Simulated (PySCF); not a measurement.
CH3Cl3Si, charge -1, doublet, at a GFN2-xTB geometry (a state made from the parent by changing its charge; the spin is typed, not shown lowest). Base run: DF-HF/cc-pVDZ in PySCF.

PySCF was given this input:
```python
from pyscf import gto, scf

mol = gto.Mole()
mol.atom = '''
    C    -1.880866   -0.244399    0.198105
    Si   -0.031036    0.229411    0.241736
    Cl    0.942800   -0.932431   -1.179279
    Cl   -0.310547    2.073273   -1.154762
    Cl    0.455317   -1.184321    2.030917
    H    -2.022750   -1.288672    0.467088
    H    -2.444306    0.359935    0.904064
    H    -2.301943   -0.077457   -0.790994
'''
mol.basis = 'cc-pvdz'
mol.charge = -1
mol.spin = 1
mol.verbose = 5
mol.build()

mf = scf.UHF(mol)
mf = mf.density_fit(auxbasis='def2-universal-jkfit')
mf.kernel()
```

Each row names what was changed in the base input (with any setting that the change needs).

```json
[
 {"change": "base", "basis functions": "101", "E (Eh)": "-1707.22466", "HOMO (eV)": "-3.72"},
 {"change": "basis = 3-21G", "basis functions": "67", "E (Eh)": "-1698.87548", "HOMO (eV)": "-4.15"},
 {"change": "basis = pcseg-0", "basis functions": "67", "E (Eh)": "-1705.00445", "HOMO (eV)": "-3.95"},
 {"change": "basis = 6-31G*", "basis functions": "92", "E (Eh)": "-1707.13445", "HOMO (eV)": "-3.90"},
 {"change": "basis = def2-SV(P)", "basis functions": "92", "E (Eh)": "-1706.63712", "HOMO (eV)": "-3.47"},
 {"change": "basis = def2-SVP", "basis functions": "101", "E (Eh)": "-1706.64635", "HOMO (eV)": "-3.47"},
 {"change": "basis = 6-311G**", "basis functions": "___", "E (Eh)": "___", "HOMO (eV)": "___"},
 {"change": "basis = def2-SVPD", "basis functions": "___", "E (Eh)": "___", "HOMO (eV)": "___"},
 {"change": "basis = def2-TZVP", "basis functions": "___", "E (Eh)": "___", "HOMO (eV)": "-3.82"},
 {"change": "basis = pcseg-2", "basis functions": "208", "E (Eh)": "___", "HOMO (eV)": "___"},
 {"change": "basis = cc-pVTZ", "basis functions": "208", "E (Eh)": "-1707.30305", "HOMO (eV)": "-3.82"},
 {"change": "basis = pc-2", "basis functions": "208", "E (Eh)": "-1707.28189", "HOMO (eV)": "-3.93"},
 {"change": "basis = def2-TZVPD", "basis functions": "245", "E (Eh)": "-1707.27922", "HOMO (eV)": "-3.93"}
]
```

Task: Some entries are withheld; supply them.

Result: 
- basis = 6-311G**, basis functions: 140
- basis = 6-311G**, E (Eh): -1707.25102
- basis = 6-311G**, HOMO (eV): -4.12
- basis = def2-SVPD, basis functions: 149
- basis = def2-SVPD, E (Eh): -1706.68765
- basis = def2-SVPD, HOMO (eV): -3.99
- basis = def2-TZVP, basis functions: 197
- basis = def2-TZVP, E (Eh): -1707.27485
- basis = pcseg-2, E (Eh): -1707.27569
- basis = pcseg-2, HOMO (eV): -3.92

Totals compare only among sets that treat the same electrons; sets with core potentials leave the core out.

Open shells are given as the SCF converged; they aren't shown to be the lowest states, and a large step between rows can be another state.
